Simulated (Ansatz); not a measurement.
CH5NSi, SMILES `N[C][SiH3]` (lower singlet) (charge 0, multiplicity 1). This singlet lies 1.14 eV below the relaxed triplet at the level frozen-core CCSD(T)/cc-pVTZ // PBE0-D3(BJ)/def2-TZVP (Ansatz, a quantum-chemistry and plane-wave program).

All values below come from LDA/cc-pVTZ // PBE0-D3(BJ)/def2-TZVP in Ansatz.

Ansatz 0.2 input:
```yaml
crystal:
  periodic: [false, false, false]
  atoms:
    - { symbol: N, position_ang: [1.505596, 0.268538, 0.249805] }
    - { symbol: C, position_ang: [0.468749, -0.206075, 0.862339] }
    - { symbol: Si, position_ang: [-1.136129, -0.23448, -0.103293] }
    - { symbol: H, position_ang: [2.406216, 0.311939, 0.718261] }
    - { symbol: H, position_ang: [1.530018, 0.62873, -0.708934] }
    - { symbol: H, position_ang: [-2.1285, 0.570775, 0.654794] }
    - { symbol: H, position_ang: [-1.0501, 0.306673, -1.504786] }
    - { symbol: H, position_ang: [-1.59585, -1.646098, -0.168184] }
basis:
  gaussian: { orbitals: cc-pVTZ }
hamiltonian:
  xc: lda
```

Output:

```
Functional definition: SPW92
914 factors; their error is unknown
mean field evaluation 1: about -10423.0706 eV, gradient 5.7e1 eV
mean field evaluation 2: about -10405.7188 eV, gradient 9.9e1 eV
mean field evaluation 4: about -10430.1942 eV, gradient 5.1e0 eV
mean field evaluation 8: about -10430.2877 eV, gradient 1.4e-1 eV
mean field evaluation 16: about -10430.2572 eV, gradient 6.8e-5 eV
mean field -10430.25718609 eV, -383.3048817066 hartree, gradient 6.8e-5 eV, S^2 0.000000; 0 other end points of the search recorded, 0 dependent functions left out
reference -10430.25722080 eV, -383.3048829821 hartree; 16, 16 occupied and 148, 148 virtual orbitals, 914 factors
Total energy: -10430.25722080 eV, -383.3048829821 hartree
```
